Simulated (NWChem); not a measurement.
Molecule: CH₄MgOS; SMILES C[O][Mg][SH]

```xyz
8

Mg     0.0219     0.0950     0.0001
O      0.0071    -1.6715     0.0001
C      0.0127    -3.0440    -0.0001
H      0.1675    -3.4616    -1.0153
H      0.8165    -3.4592     0.6405
H     -0.9415    -3.4657     0.3746
S      0.0536     2.3993     0.0000
H     -1.2961     2.4937     0.0001
```
Atoms are numbered in this order, from 1.

Coordinates come from a PBE0/def2-SVP optimisation.

**Question.** List the 4 lowest vertical singlet excitations from PBE0/def2-SVPD, TDA (NWChem).

**Answer.** 
```tsv
state	energy (eV)	oscillator strength	leading excitation (squared amplitude)
S1	4.52	0.021	HOMO → LUMO (0.99)
S2	4.74	0.018	HOMO−1 → LUMO (0.98)
S3	4.80	0.054	HOMO−2 → LUMO (0.98)
S4	5.70	0.000	HOMO → LUMO+1 (0.94)
```
